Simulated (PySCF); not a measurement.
# Electron correlation in Ba⁺ (barium, charge +1)

[Xe] 6s1, 2S determinant. Calculation: PySCF 2.14, in x2c-TZVPPall (11s7p6d2f1g, 85 functions); scalar relativity by spin-free X2C-1e. Frozen: [Kr] 4d10; 9 electrons correlated.

```json
{"level": "CCSD", "correlation energy (mhartree)": "-183.80"}
{"level": "(T)", "correlation energy (mhartree)": "-5.07"}
{"level": "CCSD(T)", "correlation energy (mhartree)": "-188.87"}
```

Diagnostics: T1 = 0.011, D1 = 0.0449, largest double amplitude 0.020.

Problem. Is a single reference adequate?

Solution. Yes, within this model without spin-orbit coupling: T1 lies below 0.03 and no double amplitude reaches 0.07.

This basis was not built for core-valence correlation, so the inner-shell part is incomplete.
